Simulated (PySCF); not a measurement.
SMILES [NH2][In]([Cl])[Br] (H2BrClInN) (CAM-B3LYP/def2-SVP optimised geometry):

```
6

In    -0.589     0.029     0.000
Cl    -1.758     2.048     0.000
Br    -1.901    -2.048    -0.189
N      1.411     0.029     0.000
H      1.901    -0.820     0.263
H      1.897     0.852     0.343
```

Calculation: CAM-B3LYP/def2-TZVP, def2 effective core potentials past Kr run with PySCF 2.14.0.

### Question
What are the frontier orbital energies and the dipole moment?

### Answer
HOMO-2 -10.04 eV, HOMO-1 -9.86 eV, HOMO -9.36 eV, LUMO -1.28 eV, LUMO+1 -0.32 eV; dipole moment 2.87 D.

On the same geometry PBE/def2-TZVP, def2 effective core potentials past Kr run with PySCF gives HOMO-2 -7.38 eV, HOMO-1 -7.23 eV, HOMO -6.57 eV, LUMO -3.08 eV, LUMO+1 -1.85 eV; dipole moment 2.86 D.
